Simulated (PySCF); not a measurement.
## C: excitation energy

C [He] 2s2 2p2 (3P) → C [He] 2s1 2p3 (5S), as a difference of total energies. Calculation: PySCF 2.14, in x2c-QZVPPall (7s4p3d2f1g, 57 functions); the spin-free X2C one-electron Hamiltonian (Gaussian nucleus). Correlated levels: valence and next inner shell: nothing frozen. The calculations carry no spin-orbit coupling.

```tsv
method	excitation energy (eV)
UHF	2.583
MP2 (valence and next inner shell)	3.747
SCS-MP2 (valence and next inner shell)	4.339
CCSD (valence and next inner shell)	4.060
CCSD(T) (valence and next inner shell)	4.117
```

Errors of the correlated levels include the incompleteness of this basis.

Question: Which method comes closest to the reference value, and which is furthest?

Answer: The reference is 4.179 eV (measured; NIST levels, between the centres of gravity of the two terms). Closest: CCSD(T) (valence and next inner shell) (error -0.062 eV); furthest: UHF (error -1.596 eV).
